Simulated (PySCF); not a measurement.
A small calculation by hand: chemical shift, span and skew from a shielding tensor

CH8FNSi2, SMILES NC[SiH2][SiH2]F. Atoms are numbered in the order given.

```xyz
13

N     -2.7191     1.0560     1.0191
C     -1.5573     0.1741     0.8699
Si    -0.0837     0.9207    -0.0933
Si     1.6905    -0.6009    -0.3415
F      1.0642    -1.9650    -1.0019
H     -2.4574     1.9188     1.4970
H     -3.0768     1.3358     0.1052
H     -1.8705    -0.7570     0.3668
H     -1.2126    -0.1413     1.8702
H      0.4139     2.1393     0.6207
H     -0.5576     1.3559    -1.4439
H      2.2892    -0.9697     0.9751
H      2.7753    -0.1107    -1.2404
```
Charge 0, spin multiplicity 1.

The structure is a stationary point at B3LYP-D3(BJ)/def2-SVP. The structure was generated by enumeration, and PubChem lists no compound with its InChIKey, so it may never have been made. The values are those of a single conformer.

GIAO shieldings from KT2/pcSseg-1 (PySCF), non-relativistic, no solvent. The symmetric part of the tensor of F5 has the principal values 376.5, 426.8, 480.5 ppm. The same nucleus in CFCl3 has σ = 127.1 ppm at this level (PySCF, at its B3LYP-D3(BJ)/def2-TZVP geometry).

Q: Work out the isotropic shielding, the ¹⁹F shift against CFCl3, the span and the skew.

A: 
σ(iso) = (σ11 + σ22 + σ33)/3 = 427.9 ppm. δ = σ(ref) − σ(iso) = 127.1 − (427.9) = -300.8 ppm.
Span Ω = σ33 − σ11 = 104.0 ppm. Skew κ = 3(σ(iso) − σ22)/Ω = 0.03. Tumbling in solution averages the tensor to δ; in a static solid the shielding alone would spread this spin-1/2 line over Ω.
